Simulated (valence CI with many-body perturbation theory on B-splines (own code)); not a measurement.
**Ru³⁸⁺: electric-dipole lines**

Level of theory: relativistic CI+MBPT: four valence electrons over a frozen Dirac-Fock core [He], a basis of 11 s, 11 p, 10 d, 8 f, 5 g, 2 h functions for each j, with the one-electron correlation potential Σ1, the two-electron term Σ2, the three-electron term Σ3, Breit, model QED; selected CI, second order for the rest, scaled by the run's own slope (own B-spline code, finite nucleus).

The last digits are not significant, and no measured levels were compared; by estimate large intervals hold to a few tenths of a per cent, small ones and those within an open d or f shell to about a per cent. Among the levels kept, up to 900 cm⁻¹ of a level comes from second order outside the variational space, and about a tenth of that is noise between levels of different J, which matters for small intervals.

Lines 201 to 250 of 550 in falling wavelength, among levels below 284.81 Ry, chosen from the strongest by gf and those to the six lowest levels. Wavelengths and rates use the calculated energies. Electric multipoles are in the length gauge, E1 and E2 with the static RPA response of the core. Weak lines are less certain than strong ones. Lines between different terms over intervals too small for the method are left out, as are lines whose strength nearly cancels. The highest levels of a list are the least certain.

Levels are named by their leading jj configuration (3d3/2^4 stands for four electrons in 3d with j = 3/2), which in mixed levels can hold well under half, so a name can repeat and another be missing. Letters in brackets count levels of one name in rising energy.

| λ vac (nm) | Upper | Lower | A (s⁻¹) | log gf | Branch % |
| --- | --- | --- | --- | --- | --- |
| 4.030 | (2s 2p3/2^2 3s) J=1 [a] | (2s^2 2p1/2 3d5/2) J=2 | 1.18e+11 | -1.06 | 0.2 |
| 4.025 | (2s 2p1/2 2p3/2 3p3/2) J=1 [c] | (2s^2 2p1/2 3p3/2) J=1 | 1.61e+11 | -0.93 | 0.6 |
| 4.022 | (2s 2p1/2 2p3/2 3d3/2) J=1 [c] | (2s^2 2p1/2 3d3/2) J=2 | 2.58e+11 | -0.73 | 0.5 |
| 4.015 | (2p1/2^2 2p3/2 3p3/2) J=3 | (2s 2p1/2^2 3p3/2) J=2 | 1.10e+11 | -0.73 | 0.3 |
| 4.012 | (2s 2p1/2 2p3/2 3d5/2) J=2 [c] | (2s^2 2p3/2 3s) J=2 | 1.32e+11 | -0.80 | 0.1 |
| 4.005 | (2s 2p1/2 2p3/2 3d5/2) J=1 [c] | (2s^2 2p3/2 3s) J=2 | 1.70e+11 | -0.91 | 0.1 |
| 4.004 | (2s 2p3/2^3) J=1 | (2s^2 2p3/2^2) J=0 | 1.04e+11 | -1.13 | 20.1 |
| 4.002 | (2s 2p1/2 2p3/2 3p3/2) J=1 [d] | (2s^2 2p1/2 3p3/2) J=2 | 2.12e+11 | -0.82 | 5.2 |
| 3.996 | (2p1/2 2p3/2^2 3p3/2) J=1 [c] | (2s 2p1/2 2p3/2 3p3/2) J=2 [c] | 1.65e+11 | -0.93 | 0.3 |
| 3.994 | (2p1/2 2p3/2^2 3s) J=1 [b] | (2s 2p1/2 2p3/2 3s) J=2 [c] | 2.09e+11 | -0.82 | 1.4 |
| 3.988 | (2s 2p3/2^2 3d3/2) J=1 [b] | (2s^2 2p3/2 3d3/2) J=2 | 2.19e+11 | -0.81 | 0.1 |
| 3.987 | (2s 2p3/2^2 3d3/2) J=3 [b] | (2s^2 2p3/2 3d3/2) J=3 | 1.78e+11 | -0.53 | 0.1 |
| 3.983 | (2p1/2 2p3/2^2 3p3/2) J=2 [c] | (2s 2p1/2 2p3/2 3p3/2) J=3 [c] | 1.49e+11 | -0.75 | 0.3 |
| 3.982 | (2s 2p3/2^2 3s) J=2 [b] | (2s^2 2p1/2 3d5/2) J=2 | 1.54e+11 | -0.74 | 0.5 |
| 3.972 | (2s 2p3/2^2 3s) J=1 [b] | (2s^2 2p3/2 3s) J=1 | 2.58e+11 | -0.74 | 0.7 |
| 3.969 | (2s 2p3/2^2 3p3/2) J=3 [b] | (2s^2 2p3/2 3p3/2) J=3 | 2.48e+11 | -0.39 | 0.8 |
| 3.967 | (2s 2p3/2^2 3d5/2) J=4 [b] | (2s^2 2p3/2 3d5/2) J=4 | 2.21e+11 | -0.33 | 5.5 |
| 3.958 | (2p1/2^2 2p3/2 3d3/2) J=3 | (2s 2p1/2^2 3d3/2) J=2 | 8.30e+10 | -0.86 | 2.6 |
| 3.955 | (2s 2p3/2^2 3p1/2) J=1 [b] | (2s^2 2p3/2 3p1/2) J=2 | 2.01e+11 | -0.85 | 0.5 |
| 3.949 | (2s 2p3/2^2 3p1/2) J=2 [b] | (2s^2 2p3/2 3p1/2) J=2 | 2.86e+11 | -0.48 | 1.4 |
| 3.948 | (2s 2p3/2^2 3d3/2) J=2 [c] | (2s^2 2p3/2 3d3/2) J=3 | 2.27e+11 | -0.58 | 0.1 |
| 3.945 | (2s 2p1/2 2p3/2^2) J=0 | (2s^2 2p1/2 2p3/2) J=1 | 1.80e+11 | -1.38 | 100.0 |
| 3.944 | (2s 2p3/2^2 3p1/2) J=1 [a] | (2s^2 2p3/2 3p1/2) J=1 | 2.90e+11 | -0.69 | 0.9 |
| 3.936 | (2p1/2 2p3/2^2 3s) J=2 [b] | (2s 2p1/2 2p3/2 3s) J=2 [b] | 8.21e+10 | -1.02 | 0.3 |
| 3.934 | (2s 2p1/2^2 2p3/2) J=1 | (2s^2 2p1/2^2) J=0 | 1.93e+11 | -0.87 | 93.9 |
| 3.931 | (2s 2p3/2^2 3d5/2) J=3 [b] | (2s^2 2p3/2 3d5/2) J=4 | 2.48e+11 | -0.40 | 1.7 |
| 3.924 | (2p1/2^2 2p3/2 3p1/2) J=2 | (2s 2p1/2^2 3p1/2) J=1 | 1.13e+11 | -0.89 | 0.4 |
| 3.920 | (2s 2p3/2^2 3d3/2) J=2 [b] | (2s^2 2p3/2 3d3/2) J=2 | 1.33e+11 | -0.81 | 0.1 |
| 3.917 | (2p1/2^2 2p3/2 3d5/2) J=1 | (2s 2p1/2^2 3d5/2) J=2 | 1.25e+11 | -1.06 | 0.1 |
| 3.916 | (2s 2p3/2^2 3p3/2) J=2 [b] | (2s^2 2p3/2 3p3/2) J=3 | 2.42e+11 | -0.56 | 3.3 |
| 3.915 | (2s 2p3/2^2 3d5/2) J=2 [c] | (2s^2 2p3/2 3d5/2) J=3 | 1.97e+11 | -0.65 | 0.1 |
| 3.906 | (2s 2p3/2^2 3d5/2) J=1 [b] | (2s^2 2p3/2 3d5/2) J=2 | 2.15e+11 | -0.83 | 0.1 |
| 3.902 | (2s 2p3/2^2 3p3/2) J=1 [c] | (2s^2 2p3/2 3p3/2) J=2 | 1.40e+11 | -1.02 | 0.6 |
| 3.899 | (2p1/2^2 2p3/2 3s) J=2 | (2s 2p1/2^2 3s) J=1 | 1.16e+11 | -0.88 | 1.0 |
| 3.880 | (2p1/2 2p3/2^2 3p3/2) J=4 | (2s 2p1/2 2p3/2 3p3/2) J=4 | 9.84e+10 | -0.70 | 0.2 |
| 3.878 | (2s 2p3/2^2 3d5/2) J=2 [c] | (2s 2p1/2 2p3/2 3p1/2) J=3 | 8.15e+10 | -1.04 | 0.0 |
| 3.870 | (2p1/2 2p3/2^2 3p1/2) J=3 | (2s 2p1/2 2p3/2 3p1/2) J=3 | 5.90e+10 | -1.03 | 0.3 |
| 3.863 | (2s 2p3/2^2 3s) J=2 [b] | (2s^2 2p3/2 3s) J=2 | 1.14e+11 | -0.90 | 0.4 |
| 3.861 | (2s 2p1/2 2p3/2^2) J=2 [b] | (2s^2 2p1/2 2p3/2) J=2 | 3.02e+11 | -0.47 | 94.2 |
| 3.857 | (2p1/2 2p3/2^2 3p1/2) J=2 [b] | (2s 2p1/2 2p3/2 3p1/2) J=2 [b] | 1.11e+11 | -0.91 | 0.2 |
| 3.823 | (2p1/2 2p3/2^2 3s) J=3 | (2s 2p1/2 2p3/2 3s) J=3 | 9.92e+10 | -0.82 | 0.2 |
| 3.822 | (2s 2p1/2 2p3/2^2) J=1 [a] | (2s^2 2p1/2 2p3/2) J=1 | 2.89e+11 | -0.72 | 95.0 |
| 3.809 | (2p1/2^2 2p3/2 3d5/2) J=3 | (2s 2p1/2^2 3d5/2) J=3 | 6.36e+10 | -1.01 | 0.0 |
| 3.802 | (2p1/2 2p3/2^2 3p1/2) J=2 [a] | (2s 2p1/2 2p3/2 3p1/2) J=2 [a] | 9.24e+10 | -1.00 | 0.3 |
| 3.799 | (2p1/2 2p3/2^2 3d3/2) J=3 | (2s 2p1/2 2p3/2 3d3/2) J=3 [a] | 7.25e+10 | -0.96 | 0.2 |
| 3.798 | (2p1/2 2p3/2^2 3p3/2) J=3 [a] | (2s 2p1/2 2p3/2 3p3/2) J=3 [a] | 1.10e+11 | -0.78 | 0.3 |
| 3.793 | (2s 2p1/2 2p3/2^2) J=1 [b] | (2s^2 2p1/2 2p3/2) J=2 | 3.08e+11 | -0.70 | 86.4 |
| 3.785 | (2p1/2 2p3/2^2 3d5/2) J=4 | (2s 2p1/2 2p3/2 3d5/2) J=4 [a] | 9.79e+10 | -0.72 | 18.0 |
| 3.710 | (2s 2p1/2 2p3/2^2) J=2 [b] | (2s^2 2p1/2 2p3/2) J=1 | 1.23e+10 | -1.90 | 3.8 |
| 3.648 | (2s 2p1/2 2p3/2^2) J=1 [b] | (2s^2 2p1/2 2p3/2) J=1 | 2.88e+10 | -1.76 | 8.1 |

(1) How does gf follow from A for the line at 3.972 nm?

Answers

(1) gf = 1.4992 × (2J+1)_upper × A / σ², with σ = 2517940 cm⁻¹ and 2J+1 = 3: gf = 0.183.
